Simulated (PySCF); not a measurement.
H₃Si₂, SMILES [Si][SiH3] (connectivity only; charge and spin as stated), neutral, multiplicity 2.

Coordinates come from a B3LYP-D3(BJ)/def2-TZVP optimisation. The isomer is the one that the SMILES or the coordinates give; other isomers of the formula were not compared.

Computed with PBE/def2-TZVPD in PySCF.

Computed frontier levels, dipole moment and polarisability:
```json
{
  "α spin, highest occupied and lowest empty level": "-4.72 and -4.36 eV",
  "β spin, highest occupied and lowest empty level": "-5.85 and -4.05 eV",
  "dipole_moment": "0.052 e·Å",
  "quadrupole, principal values (traceless, Buckingham form, about the centre of nuclear charge)": "-3.39, -1.32, 4.71 D·Å",
  "mean_static_polarisability": "72.5 bohr³ (10.75 Å³)",
  "polarisability_principal_values": "56.8, 63.5, 97.3 bohr³",
  "⟨S²⟩": "0.755 (pure state 0.75)"
}
```
